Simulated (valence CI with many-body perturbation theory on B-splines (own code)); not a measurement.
## Level structure of Te⁴⁴⁺

Method: valence CI with perturbative core correlation (CI+MBPT): six valence electrons over a frozen Dirac-Fock core [He], a basis of 9 s, 9 p, 8 d, 6 f, 3 g, 1 h functions for each j, with the one-electron correlation potential Σ1, the two-electron term Σ2, the three-electron term Σ3, Breit, model QED; selected CI, second order for the rest, scaled by the run's own slope (own B-spline code, finite nucleus).

No measured spectrum was set against this ion. As an estimate, large intervals hold to a few tenths of a per cent, small ones and those within an open d or f shell to about a per cent. Among the levels kept, up to 2500 cm⁻¹ of a level comes from second order outside the variational space, and about a tenth of that is noise between levels of different J, which matters for small intervals.

Levels 46 to 72 of 72, with energies above the lowest level, (2s^2 2p1/2^2 2p3/2^2) J=2. "Leading %" is the weight of the configuration and term that name the level; weights of strongly mixed levels are sums over their largest components and can fall short, and the name can then belong to a minority configuration. In the jj column 3d3/2^4 stands for four electrons in 3d with j = 3/2. Lifetimes count E1, E2, E3, M1 and M2 decay at the calculated energies, and are blank where another channel may lead or the interval is too uncertain; long ones can be off by a factor of two.

| No. | Configuration | Term | J | E (eV) | Leading % | Lifetime | Leading jj | Second component |
| --- | --- | --- | --- | --- | --- | --- | --- | --- |
| 46 | 2s2.2p3.3p | 1D | 2 | 4572.9 | 49 | 347 fs | 2s^2 2p1/2 2p3/2^2 3p3/2 (95 %) | 23 % 2s2.2p3.3p 3P |
| 47 | 2s2.2p3.3p | 3P | 1 | 4580.9 | 47 | 592 fs | 2s^2 2p1/2 2p3/2^2 3p3/2 (96 %) | 27 % 2s2.2p3.3p 3S |
| 48 | 2s2.2p3.3p | 3D | 2 | 4585.5 | 44 | 414 fs | 2s^2 2p1/2 2p3/2^2 3p3/2 (95 %) | 34 % 2s2.2p3.3p 1D |
| 49 | 2s.2p4.3s | 5P | 3 | 4586.9 | 72 | 170 fs | 2s 2p1/2^2 2p3/2^2 3s (92 %) | 22 % 2s.2p4.3s 3D |
| 50 | 2s.2p4.3s | 3P | 2 | 4604.8 | 57 | 25.7 fs | 2s 2p1/2^2 2p3/2^2 3s (91 %) | 12 % 2s.2p4.3s 3D |
| 51 | 2s2.2p3.3d | 3D° | 1 | 4609.9 | 43 | 23.5 fs | 2s^2 2p1/2 2p3/2^2 3d3/2 (98 %) | 43 % 2s2.2p3.3d 5D° |
| 52 | 2s2.2p3.3d | 3F° | 2 | 4611.3 | 39 | 23.0 fs | 2s^2 2p1/2 2p3/2^2 3d3/2 (96 %) | 38 % 2s2.2p3.3d 5D° |
| 53 | 2s2.2p3.3d | 5D° | 0 | 4611.8 | 52 | 18.8 fs | 2s^2 2p1/2 2p3/2^2 3d3/2 (96 %) | 30 % 2s2.2p3.3d 1S° |
| 54 | 2s2.2p3.3d | 3G° | 3 | 4616.6 | 35 | 11.4 fs | 2s^2 2p1/2 2p3/2^2 3d3/2 (94 %) | 26 % 2s2.2p3.3d 5D° |
| 55 | 2s2.2p3.3d | 5D° | 4 | 4628.5 | 48 | 35.4 ps | 2s^2 2p1/2 2p3/2^2 3d5/2 (89 %) | 45 % 2s2.2p3.3d 3G° |
| 56 | 2s2.2p3.3d | 3D° | 3 | 4630.1 | 55 | 67.9 fs | 2s^2 2p1/2 2p3/2^2 3d5/2 (96 %) | 22 % 2s2.2p3.3d 5D° |
| 57 | 2s2.2p3.3d | 1G° | 4 | 4630.8 | 47 | 14.8 ps | 2s^2 2p1/2 2p3/2^2 3d3/2 (89 %) | 27 % 2s2.2p3.3d 3G° |
| 58 | 2s2.2p3.3d | 3P° | 2 | 4638.1 | 38 | 2.99 fs | 2s^2 2p1/2 2p3/2^2 3d3/2 (81 %) | 18 % 2s2.2p3.3d 1D° |
| 59 | 2s2.2p3.3d | 3D° | 3 | 4638.1 | 38 | 2.62 fs | 2s^2 2p1/2 2p3/2^2 3d3/2 (86 %) | 35 % 2s2.2p3.3d 3F° |
| 60 | 2s2.2p3.3d | 3D° | 1 | 4640.2 | 42 | 4.67 fs | 2s^2 2p1/2 2p3/2^2 3d5/2 (60 %) | 27 % 2s2.2p3.3d 1P° |
| 61 | 2s2.2p3.3d | 3F° | 4 | 4648.4 | 73 | 35.5 ps | 2s^2 2p1/2 2p3/2^2 3d5/2 (99 %) | 26 % 2s2.2p3.3d 1G° |
| 62 | 2s2.2p3.3d | 3P° | 1 | 4649.3 | 70 | 2.39 fs | 2s^2 2p1/2 2p3/2^2 3d3/2 (57 %) | 19 % 2s2.2p3.3d 3D° |
| 63 | 2s2.2p3.3d | 3G° | 5 | 4650.1 | 100 | 45.6 ps | 2s^2 2p1/2 2p3/2^2 3d5/2 (100 %) |  |
| 64 | 2s.2p4.3s | 3S | 1 | 4653.5 | 53 | 48.5 fs | 2s 2p1/2^2 2p3/2^2 3s (94 %) | 32 % 2s.2p4.3s 5P |
| 65 | 2s2.2p3.3d | 3D° | 2 | 4653.7 | 58 | 3.77 fs | 2s^2 2p1/2 2p3/2^2 3d5/2 (53 %) | 18 % 2s2.2p3.3d 3F° |
| 66 | 2s2.2p3.3d | 3P° | 0 | 4656.1 | 51 | 5.37 fs | 2s^2 2p1/2 2p3/2^2 3d5/2 (97 %) | 47 % 2s2.2p3.3d 1S° |
| 67 | 2s.2p4.3s | 3P | 2 | 4659.9 | 48 | 109 fs | 2s 2p1/2^2 2p3/2^2 3s (96 %) | 18 % 2s.2p4.3s 1D |
| 68 | 2s2.2p3.3d | 3F° | 2 | 4660.0 | 30 | 7.58 fs | 2s^2 2p1/2 2p3/2^2 3d3/2 (46 %) | 22 % 2s2.2p3.3d 3P° |
| 69 | 2s.2p4.3s | 3P | 1 | 4660.1 | 37 | 20.7 fs | 2s 2p1/2^2 2p3/2^2 3s (95 %) | 35 % 2s.2p4.3s 3D |
| 70 | 2s.2p4.3p | 5P° | 2 | 4661.4 | 24 | 11.8 fs | 2s 2p1/2^2 2p3/2^2 3p1/2 (67 %) | 21 % 2s2.2p3.3d 3D° |
| 71 | 2s2.2p3.3d | 3S° | 1 | 4663.7 | 46 | 2.74 fs | 2s^2 2p1/2 2p3/2^2 3d5/2 (75 %) | 34 % 2s2.2p3.3d 1P° |
| 72 | 2s.2p4.3p | 3D° | 3 | 4664.6 | 37 | 94.9 fs | 2s 2p1/2^2 2p3/2^2 3p1/2 (89 %) | 25 % 2s.2p4.3p 5D° |

Where two levels of one J and parity lie close, their mixing, g and order are uncertain.
